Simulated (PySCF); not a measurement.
C₃H₉Si, SMILES [CH2][SiH](C)C, multiplicity 2. Atoms are numbered in the order given.

```xyz
13

C     -0.1407     1.7816     0.3907
Si    -0.0669     0.0856    -0.3690
C     -1.3902    -1.0367     0.3842
C      1.6330    -0.6908    -0.0829
H     -0.3958     2.6882    -0.1695
H      0.0640     1.9533     1.4551
H     -0.3127     0.2154    -1.8388
H     -1.3454    -2.0447    -0.0605
H     -2.4012    -0.6330     0.2170
H     -1.2404    -1.1381     1.4718
H      2.4331    -0.0828    -0.5338
H      1.6805    -1.7007    -0.5228
H      1.8418    -0.7808     0.9960
```
Charge 0, spin multiplicity 2.

The structure is a stationary point at B3LYP-D3(BJ)/def2-SVP. A frequency run showed that this geometry is not a minimum. The isomer is the one that the SMILES or the coordinates give; other isomers of the formula were not compared.

These are PBE/pcH-1 run with PySCF values and carry that method's errors.

Unrestricted Kohn–Sham, ⟨S²⟩ = 0.753. Hyperfine tensors hold the contact and dipolar terms, without spin-orbit corrections.

Problem. Estimate the hyperfine couplings. (An estimate is asked for; the answer gives what the named calculation found.)

Solution. 
```csv
nucleus,A(iso) (MHz),A(iso) (G),dipolar principal values (MHz)
13C no. 1,71.1,25.4,"-76.0, -75.6, 151.6"
29Si no. 2,39.1,14.0,"-2.1, -0.4, 2.5"
13C no. 3,32.1,11.5,"-3.5, -3.3, 6.7"
13C no. 4,26.9,9.6,"-3.0, -2.8, 5.9"
1H no. 5,-57.7,-20.6,"-35.3, -0.8, 36.1"
1H no. 6,-56.9,-20.3,"-35.2, -1.0, 36.1"
1H no. 7,-2.0,-0.7,"-3.2, -2.7, 5.9"
1H no. 8,11.4,4.1,"-2.3, -1.0, 3.3"
1H no. 9,-2.1,-0.7,"-3.5, -1.2, 4.7"
1H no. 10,-2.2,-0.8,"-3.0, -1.3, 4.3"
1H no. 11,-1.8,-0.6,"-3.3, -1.3, 4.6"
1H no. 12,9.7,3.5,"-2.1, -1.0, 3.1"
1H no. 13,-1.9,-0.7,"-2.8, -1.3, 4.1"
```
